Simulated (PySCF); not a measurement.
# One molecule, several mistakes: AlB2FH4

These are calculations, not measurements. The program is PySCF 2.14.0, an open-source quantum chemistry code, run on an isolated molecule that a program drew, which may never have been made. The molecule is AlB2FH4 (charge 0, singlet), drawn as the SMILES string `[BH2][AlH][BH]F`.

Each row is a Hartree-Fock (HF) and frozen-core CCSD(T) single point in the cc-pV(D+d)Z basis, meant for a local HF minimum. Run 1 is clean. Each other run has one planted mistake out of seven kinds, and not every kind appears here: one electron removed, one electron added, multiplicity raised by two, geometry at a saddle point, minimal basis STO-3G, one bond length entered in bohr, all coordinates scaled. The reference is restricted for singlets and unrestricted otherwise, and also for a bond in bohr. Adding or removing an electron swaps singlet and doublet. Electrons count all cores. HOMO and LUMO are orbital energies over both spins, the gradient is its largest component, and the lowest frequency (negative if imaginary) is given only where the gradient is small. Bond lengths are over the 7 bonds as drawn. T1 is the CCSD diagnostic: over 0.02 (restricted) or 0.045 (unrestricted) a single reference is doubtful.

Geometry of the clean run:
```xyz
8
AlB2FH4, angstrom
B     0.9919    0.5551   -0.9632
Al   -0.8719    0.5587    0.1112
B    -1.7573   -1.2288    0.9839
F    -1.4032   -1.6144    2.2193
H     2.0518    0.7573   -0.4271
H     1.0580    0.3516   -2.1494
H    -1.6697    1.9303    0.2551
H    -2.5723   -1.9491    0.4566
```

```
run  electrons  basis functions  <S^2>  HOMO (eV)  LUMO (eV)  gradient (hartree/bohr)  lowest frequency (cm^-1)  mean bond (Å)  longest bond (Å)      T1  HF (hartree)  CCSD(T) (hartree)                 mistake
  1         36               85  0.000      -9.69       1.09                  2.8e-05                        49         1.5546             2.177  0.0156    -393.03506         -393.50105                no fault
  2         37               85  0.766      -0.57       5.73                  2.7e-02                         -         1.5546             2.177  0.0197    -393.02010         -393.50708      one electron added
  3         35               85  0.846     -15.57      -7.50                  6.3e-02                         -         1.5546             2.177  0.0285    -392.71955         -393.16772    one electron removed
  4         36               85  0.000      -9.65       1.24                  4.8e-02                         -         1.4940             2.092  0.0153    -393.02486         -393.48898  all coordinates scaled
  5         36               28  0.000      -6.91       7.10                  3.9e-02                         -         1.5546             2.177  0.0179    -388.10205         -388.26701    minimal basis STO-3G
  6         36               85  0.859      -7.82       0.54                  7.8e-03                         -         1.7572             3.011  0.0442    -392.94355         -393.39962                       ?
```

**Which mistake was planted in run 6, and what did it cost?**

The mean bond changes by a factor of 1.130 and the longest by 1.383, so the molecule wasn't scaled as a whole. A length L in bohr read as angstrom grows by (1/0.5292 - 1) L = 0.890 L. The 7 bonds together grew by 7 x 0.2026 = 1.418 Å, which gives L = 1.594 Å. That is bond Al2-H7, 1.593 Å in the clean geometry. So the mistake is: one bond length entered in bohr. Subtracting run 1 and multiplying by 627.51 kcal/mol a hartree, the energy moved by 57.4 kcal/mol in HF and 63.6 kcal/mol in CCSD(T).

